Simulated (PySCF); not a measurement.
Species: C6H8ClSi (doublet state).
Atom-mapped SMILES: `[CH:1]=[C:2]=[C:3]=[CH:4][C@@H:5]([Cl:6])[SiH2:7][CH3:8]` (hydrogens: H9 on C1; H10 on C4; H11 on C5; H12, H13 on Si7; H14, H15, H16 on C8)

Geometry (GFN2-xTB, Å), atoms numbered from 1 in this order:
```
atom  x, y, z in Å
C1     3.9829    1.6473   -0.8704
C2     3.1319    1.0391   -0.2297
C3     2.3082    0.3983    0.5708
C4     1.3077   -0.2616    1.0742
C5     0.1274   -0.7065    0.2745
Cl6   -0.1071   -2.4823    0.4928
Si7   -1.5003    0.1481    0.8497
C8    -2.9084   -0.4610   -0.2592
H9     4.6590    2.1550   -1.4890
H10    1.2720   -0.5191    2.1263
H11    0.3173   -0.5608   -0.7896
H12   -1.7106   -0.2218    2.2507
H13   -1.2808    1.5930    0.7172
H14   -3.8451    0.0143    0.0139
H15   -3.0439   -1.5352   -0.1705
H16   -2.7180   -0.2378   -1.3056
```

The hyperfine couplings belong to this conformer and change with its torsions.

Theory: UKS B3LYP, pcH-1 on C Cl H Si, non-relativistic, mean-field spin-orbit, GIAO (PySCF 2.14.0). Geometry: GFN2-xTB, one conformer, isolated molecule. A GFN2-xTB geometry isn't a minimum of the functional, and hyperfine couplings can be far from their values at a DFT geometry. No stability test was run, so a lower SCF solution isn't excluded. ⟨S²⟩ is 0.778 where a pure state has 0.75.

**Question.** Where do the isotropic ENDOR lines of H10, H9 and H11 fall at 341.4 mT, to first order?

**Answer.** For S = 1/2 in fast tumbling each set of equivalent nuclei gives two lines, ν± = |νn ± a/2| to first order, with νn = g_N μN B/h and μN/h = 7.62259 MHz/T.

| nuclei | isotope | g_N | νn (MHz) | a_iso (MHz) | lower line (MHz) | upper line (MHz) |
| --- | --- | --- | --- | --- | --- | --- |
| H10 | 1H | 5.5857 | 14.54 | 102.31 | 36.62 | 65.69 |
| H9 | 1H | 5.5857 | 14.54 | -47.48 | 9.20 | 38.28 |
| H11 | 1H | 5.5857 | 14.54 | -4.78 | 12.15 | 16.93 |

**Question.** Which pairs are centred on the nuclear Larmor frequency, and which on half the coupling?

**Answer.** Centred on νn, since |a| < 2νn: H11. Centred on |a|/2 and split by 2νn: H10 and H9.

Couplings of abundant isotopes left out: Cl6 (-2.4 MHz).

The SMILES draws the unpaired electron on C1; the largest computed Mulliken spin population is on C3 (0.73 against 0.62).
